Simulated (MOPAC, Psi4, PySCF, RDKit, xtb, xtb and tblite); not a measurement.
Two geometries of SMILES CC(C)(C)C[SiH2]C(F)(F)F (C6H13F3Si), relaxed at GFN2-xTB with one dihedral held; other torsions can differ between them too.

Structure A

```
23

C      1.6700    -1.7805     0.0065
C      1.1069    -0.3559    -0.0538
C      1.4541     0.3777     1.2409
C      1.7360     0.3725    -1.2407
C     -0.4222    -0.4572    -0.2243
Si    -1.5225     1.0721     0.0055
C     -1.0943     2.5190    -1.2341
F     -2.1319     3.3757    -1.3409
F     -0.0407     3.2723    -0.8505
F     -0.8236     2.1101    -2.4900
H      2.7537    -1.7571     0.0951
H      1.2705    -2.3184     0.8638
H      1.4150    -2.3330    -0.8952
H      2.5267     0.3427     1.4178
H      1.1560     1.4225     1.1814
H      0.9515    -0.0809     2.0899
H      1.4531    -0.0982    -2.1796
H      2.8207     0.3493    -1.1619
H      1.4303     1.4128    -1.2728
H     -0.6253    -0.8808    -1.2127
H     -0.7933    -1.1911     0.4960
H     -1.4441     1.7298     1.3094
H     -2.9052     0.7568    -0.3601
```

Structure B

```
23

C      1.6452    -1.7166    -0.2676
C      1.0646    -0.3245     0.0025
C      1.5275     0.1495     1.3797
C      1.5588     0.6426    -1.0721
C     -0.4723    -0.4264    -0.0352
Si    -1.4809     1.1784     0.0838
C     -1.7624     1.8414    -1.7358
F     -2.9499     2.4692    -1.8626
F     -0.8321     2.7332    -2.1360
F     -1.7610     0.8641    -2.6681
H      2.7314    -1.6909    -0.2204
H      1.2892    -2.4326     0.4702
H      1.3565    -2.0687    -1.2554
H      2.6138     0.1845     1.4200
H      1.1465     1.1436     1.5983
H      1.1795    -0.5286     2.1559
H      1.1854     0.3523    -2.0515
H      2.6459     0.6450    -1.1101
H      1.2260     1.6579    -0.8650
H     -0.7573    -0.9368    -0.9604
H     -0.7861    -1.0809     0.7813
H     -0.8884     2.3237     0.7727
H     -2.8420     0.9209     0.5564
```

### Question
Which is lower in energy at the level PBE0-D3(BJ)/def2-SVP // GFN2-xTB (Psi4), and by how much?

### Answer
A is lower, by 1.87 kJ/mol (dihedral C2–C5–Si6–C7: 60° in A, 90° in B).

E(B) − E(A) in kJ/mol at the other levels, on the same two geometries: GFN2-xTB (xtb and tblite) -2.06; MMFF94 // GFN2-xTB (RDKit) 3.22; PBE0/def2-SVP // GFN2-xTB (Psi4) 1.65; PBE/def2-SVP // GFN2-xTB (Psi4) 2.22; PBE-D3(BJ)/def2-SVP // GFN2-xTB (Psi4) 2.40; UFF // GFN2-xTB (RDKit) -3.06; PM6, restricted, heats of formation // GFN2-xTB (MOPAC) -2.26; AM1, restricted, heats of formation // GFN2-xTB (MOPAC) -0.53; GFN1-xTB // GFN2-xTB (xtb) 1.47; restricted B3LYP/6-31G*, spherical d, density fitting // GFN2-xTB (PySCF) 3.13; restricted LDA (SVWN5)/6-31G*, spherical d, density fitting // GFN2-xTB (PySCF) 3.78; restricted B3LYP/6-311+G**, spherical d, density fitting // GFN2-xTB (PySCF) -0.18; restricted Hartree-Fock/6-31G*, spherical d, density fitting // GFN2-xTB (PySCF) 1.16.

MMFF94 has few fitted parameters for silicon.
